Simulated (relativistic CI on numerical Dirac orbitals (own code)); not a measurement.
# Crystal-field levels of Yb⁴⁺, 4f12

Calculated by Dirac-Coulomb-Breit CI, orbitals from a KLI potential per configuration, QED by a radiative potential, valence Slater integrals scaled by 0.75, one configuration in a parametric crystal field (own radial code).

Field parameters in Wybourne normalisation; cubic f-shell fields have B⁴₄ = √(5/14) B⁴₀ and B⁶₄ = −√(7/2) B⁶₀. The field is a parameter set, without covalency.

S is read from ⟨S²⟩ = S(S + 1).

Levels (cm⁻¹, degeneracy): 0 (1), 215 (3), 390 (2), 951 (3), 1036 (1), 1092 (3), 5220 (1), 5807 (3), 6306 (2), 6383 (3), 9823 (3), 9999 (3).

Problem. Which field gives this pattern?
A. Oh, B40 = -2750, B60 = 980 cm⁻¹
B. Oh, B40 = -1340, B60 = 1000 cm⁻¹
C. Oh, B40 = -3550, B60 = -280 cm⁻¹

Solution. A. Oh, B40 = -2750, B60 = 980 cm⁻¹, ground level with S = 0.99.
